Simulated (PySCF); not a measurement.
CH₈Ge₂, SMILES [GeH3][CH2][GeH3]. Atoms are numbered in the order given.

```xyz
11

Ge     1.6537     0.0000    -0.1033
C      0.0000     0.0000     0.9580
Ge    -1.6537     0.0000    -0.1033
H      2.8867     0.0000     0.8214
H      1.7049    -1.2516    -0.9995
H      1.7049     1.2516    -0.9995
H      0.0000     0.8886     1.6102
H      0.0000    -0.8886     1.6102
H     -1.7049    -1.2516    -0.9995
H     -1.7049     1.2516    -0.9995
H     -2.8867     0.0000     0.8214
```
Charge 0, spin multiplicity 1.

Geometry: TPSSh-D3(BJ)/def2-SVP.

These are TPSSh-D3(BJ)/def2-SVP (PySCF) values and carry that method's errors.

Frequencies are harmonic and unscaled.

| mode | ν (cm⁻¹) | IR (km/mol) | Raman (Å⁴/amu) | depolarisation | moving atoms (share of kinetic energy) |
|---|---|---|---|---|---|
| 1 | 79 | 0.0 | 0.0 | – | H 99 % |
| 2 | 116 | 0.1 | 0.0 | – | H 83 %, C 16 % |
| 3 | 117 | 0.3 | 0.4 | 0.03 | Ge 77 %, H 14 %, C 10 % |
| 4 | 442 | 7.6 | 1.7 | 0.75 | H 98 % |
| 5 | 447 | 0.7 | 20.6 | 0.29 | H 44 %, C 33 %, Ge 23 % |
| 6 | 506 | 0.1 | 2.3 | 0.75 | H 92 % |
| 7 | 516 | 0.0 | 6.1 | 0.75 | H 96 % |
| 8 | 674 | 111.3 | 1.4 | 0.75 | C 54 %, H 32 %, Ge 13 % |
| 9 | 683 | 69.3 | 11.7 | 0.29 | H 56 %, C 37 % |
| 10 | 766 | 115.3 | 4.5 | 0.75 | H 68 %, C 28 % |
| 11 | 833 | 258.8 | 21.1 | 0.75 | H 94 % |
| 12 | 862 | 67.8 | 13.7 | 0.61 | H 97 % |
| 13 | 890 | 43.4 | 0.1 | 0.75 | H 99 % |
| 14 | 892 | 0.0 | 57.2 | 0.75 | H 99 % |
| 15 | 897 | 38.1 | 53.2 | 0.74 | H 99 % |
| 16 | 902 | 40.1 | 1.2 | 0.75 | H 98 % |
| 17 | 1021 | 0.0 | 8.3 | 0.75 | H 99 % |
| 18 | 1066 | 13.6 | 2.4 | 0.75 | H 71 %, C 28 % |
| 19 | 1401 | 2.1 | 12.5 | 0.63 | H 92 % |
| 20 | 2142 | 257.3 | 81.1 | 0.75 | H 99 % |
| 21 | 2147 | 58.0 | 366.0 | 0.14 | H 99 % |
| 22 | 2150 | 0.4 | 32.3 | 0.75 | H 99 % |
| 23 | 2152 | 0.0 | 11.8 | 0.75 | H 98 % |
| 24 | 2157 | 159.1 | 308.1 | 0.10 | H 99 % |
| 25 | 2158 | 261.6 | 147.8 | 0.75 | H 98 % |
| 26 | 3056 | 4.6 | 102.9 | 0.10 | H 95 % |
| 27 | 3121 | 1.4 | 74.7 | 0.75 | H 90 %, C 10 % |
